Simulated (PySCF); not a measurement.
**Ionisation energy of Er⁴⁸⁺ by level of theory**

Er⁴⁸⁺ [Ar] 3d2 [3d3/2^2, M_J = 2] → Er⁴⁹⁺ [Ar] 3d1 [3d3/2^1, M_J = 3/2], as a difference of total energies. Calculation: PySCF 2.14, in an uncontracted even-tempered set (15 s from 12 bohr⁻², ratio 2.8; 12 p from 16 bohr⁻², ratio 2.8; 8 d from 16 bohr⁻², ratio 2.8; 3 f from 49 bohr⁻², ratio 3); the two-component X2C-1e Hamiltonian. Correlated levels: [Ne] frozen; the 72 highest virtual spinors dropped. "Screened" scales the spin-orbit matrix elements by Boettger's factors to mimic the two-electron term; Breit and QED terms are absent.

```tsv
method	ionisation energy (eV)
GHF (spin-free)	4146.4
GMP2 (spin-free)	4145.9
GHF (screened spin-orbit)	4172.7
GMP2 (screened spin-orbit)	4172.4
```

Breit and QED terms and the two-electron picture change are absent.

The spin-free rows relax to the high-spin LS determinant and lack the spin-orbit shift.

The labels give the starting determinants; with spin-orbit coupling the two ends relaxed to ⟨J²⟩ = 6.02, ⟨L²⟩ = 10.19, ⟨S²⟩ = 1.53 and ⟨J²⟩ = 3.75, ⟨L²⟩ = 6.04, ⟨S²⟩ = 0.79.

For comparison: 4170 ± 4 eV (theoretical estimate listed by NIST; NIST Atomic Spectra Database, ionization energies).
